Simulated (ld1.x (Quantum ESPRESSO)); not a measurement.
# What one change does to a pseudopotential (Hg (Z = 80), TM)

* Element: mercury (Hg)
* Generator: ld1.x (Quantum ESPRESSO) 7.5
* Type: norm-conserving Troullier–Martins (Kleinman–Bylander form)
* Functional: LDA (PZ)
* Relativity: scalar-relativistic
* Frozen core: [Xe] 4f14
* Valence charge: 12
* Reference configuration: 5d10 6s2 6p0
* Partial waves: 6s (bound): rc 1.60 bohr; 6p (bound, empty): rc 2.85 bohr; 5d (bound): rc 1.80 bohr
* Local potential: all-electron potential smoothed inside 2.05 bohr (lloc = -1)
* Core correction: none

Change: local potential all-electron potential smoothed inside 2.78 bohr (lloc = -1).

Cutoffs: the cutoffs (Ry, on a coarse ladder) from which the occupation-weighted sum of valence levels, in a spherical-Bessel basis at the reference potential, stays within 10 and 1 mRy of its value at 400 Ry; they do not see the model core or the augmentation charge, which bear on the density cutoff. Errors are all-electron minus pseudo energies relative to the spin-unpolarised reference configuration.

Task: Predict the effect on cutoff, ghosts and configuration errors.

Result: The potential gets neither clearly harder nor softer (50 Ry and 120 Ry → 50 Ry and 120 Ry); the bound ghost in s disappears; of the 9 tests that both files solve, the error grows in 4 and shrinks in 5 by more than 15 % and 0.3 meV (median size 10.7 → 27.2 meV); the range in which the d phases agree narrows (upper end at the end of the scan → 0.8). In the separable form a ghost depends on how the local part lies against the semilocal potential of the channel, so the choice of the local part can create or remove one.

```tsv
quantity	base	changed
cutoff, loose	50 Ry	50 Ry
cutoff, tight	120 Ry	120 Ry
bound ghosts	s	none
error for 5d10 6s1 6p0, meV [ΔE 11.05 eV]	-4.3	+2.6
error for 5d10 6s0 6p0, meV [ΔE 30.44 eV]	+33	+27
error for 5d9 6s0 6p0, meV [ΔE 66.26 eV]	+11	-66
error for 5d10 6s1.5 6p0, meV [ΔE 4.53 eV]	-2.8	-0.2
error for 5d9 6s2 6p1, meV [ΔE 10.36 eV]	-201	-39
error for 5d10 6s1 6p1, meV [ΔE 6.16 eV]	+2.9	+4.1
error for 5d8 6s0 6p0, meV [ΔE 116.29 eV]	-123	-359
error for 5d10 6s1 6p0 (spin-polarised), meV [ΔE 10.89 eV]	+7.7	+14
error for 5d9 6s0 6p0 (spin-polarised), meV [ΔE 66.10 eV]	+111	+33
s: phases at 3.12 bohr within 0.05 rad from the reference energy up to (Ry; the scan ends near 5)	1.6	1.1
p: phases at 3.12 bohr within 0.05 rad from the reference energy up to (Ry; the scan ends near 5)	1.1	1.9
d: phases at 3.12 bohr within 0.05 rad from the reference energy up to (Ry; the scan ends near 5)	to the end of the scan	0.8
```

 A true bound ghost makes a file unfit for plane-wave use even where its test errors are small: the radial tests pick states by their node count and pass the ghost by.
